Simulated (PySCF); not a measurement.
Electron correlation in Fe⁺ (iron, charge +1)

[Ar] 3d5 4s2, high-spin 6S determinant (an excited configuration). Computed with PySCF 2.14 in x2c-TZVPPall (6s5p4d2f1g, 64 functions), with the spin-free X2C one-electron Hamiltonian (Gaussian nucleus). Frozen: [Ar]; 7 electrons correlated.

```
  level  correlation energy (mhartree)
   CCSD                        -131.98
    (T)                          -2.75
CCSD(T)                        -134.73
```

Diagnostics: T1 = 0.012, D1 = 0.0352, largest double amplitude 0.109.

Cost of the coupled-cluster step: about 6 core-seconds, for 7 correlated electrons.
